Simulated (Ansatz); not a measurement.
Consider the isomerisation: `BN=CF` → `C=NBF`.

Gas-phase electronic energies from Ansatz, PBE0-D4/def2-TZVP geometries. CCSD(T)/CBS adds triple-zeta CCSD(T) − MP2 to the extrapolated MP2 energy (def2 sets, frozen cores). Functionals use def2-TZVPP. One conformer a species, not always the lowest.

| species | r2SCAN energy (Eh) |
| --- | --- |
| `BN=CF` | -219.33038 |
| `C=NBF` | -219.38464 |

Problem. Work out ΔE.

Solution. ΔE = (-219.38464) − (-219.33038) = -0.05426 Eh = -1.48 eV. CCSD(T)/CBS gives -1.61 eV.

Largest T1 diagnostic among the species: 0.015.

From r2SCAN to r2SCAN0 (25 % exact exchange), in def2-TZVPP and without D4, ΔE moves by −0.05 eV. In def2-TZVPP, CCSD(T) changes the Hartree–Fock value by +0.06 eV (the triples alone add +0.03 eV) and MP2 by +0.04 eV.
